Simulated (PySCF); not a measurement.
Compound: C5H5FO.
Structure used (PBE0-D3(BJ)/def2-SVP), in Å, numbered top down from 1:
```xyz
12
C5H5FO angstrom
O      2.4158    0.5481    0.4329
C      1.2684    0.3632    0.1221
C      0.3117    1.3129   -0.4814
C     -0.9208    0.7790   -0.4680
C     -0.9660   -0.5889    0.1483
C      0.5066   -0.9644    0.2862
F      0.8080   -1.5804    1.4637
H      0.5947    2.3050   -0.8350
H     -1.8191    1.2748   -0.8456
H     -1.5585   -1.3034   -0.4436
H     -1.4214   -0.5494    1.1530
H      0.8202   -1.6257   -0.5428
```

Computed, not measured: TDDFT CAM-B3LYP/def2-SVPD, vertical, gas phase, core orbitals frozen in the response in PySCF 2.14.0, density-fitted response routines.

Transition dipole moments from the ground state, in atomic units and in the frame of the coordinates above (overall signs are arbitrary), for the states with f of 0.002 or more among the lowest 6:

```tsv
state	E (eV)	μx	μy	μz
S2	6.062	1.339	0.155	0.192
S3	6.780	0.171	0.065	0.007
S4	7.187	0.048	0.181	-0.020
S5	7.508	0.093	-0.264	-0.006
S6	7.688	0.110	-0.046	0.055
```

Work out the oscillator strengths.

f = (2/3) ΔE |μ|² with ΔE in hartree (27.2114 eV).

```json
{"state": "S2", "|μ|² (au)": "1.852", "|μ| (D)": "3.46", "f": "0.275"}
{"state": "S3", "|μ|² (au)": "0.033", "|μ| (D)": "0.47", "f": "0.006"}
{"state": "S4", "|μ|² (au)": "0.035", "|μ| (D)": "0.48", "f": "0.006"}
{"state": "S5", "|μ|² (au)": "0.079", "|μ| (D)": "0.71", "f": "0.014"}
{"state": "S6", "|μ|² (au)": "0.017", "|μ| (D)": "0.33", "f": "0.003"}
```

Which bond between heavy atoms lies closest to the direction of the S2 transition dipole?

O1–C2, at 7° from it; next C3–C4 at 19°.

What angle do the transition dipoles of S2 and S5 make?

|cos θ| = |μa·μb| / (|μa| |μb|) = 0.21, so θ ≈ 78° (taken between 0 and 90°, since the signs are arbitrary).

What peak molar absorption coefficient would the strongest computed level give as a lone Gaussian band 0.5 eV wide at half height?

ε(max) = 2.175×10⁸ f / FWHM, with the width in cm⁻¹. S2: 2.175×10⁸ × 0.2752 / 4033 ≈ 15000 L mol⁻¹ cm⁻¹.

The run took 36 s of wall time on an Intel Xeon Platinum 8488C with one thread, no GPU (shared host), and the process peaked at 0.84 GiB of memory.

One conformer stands for the species.
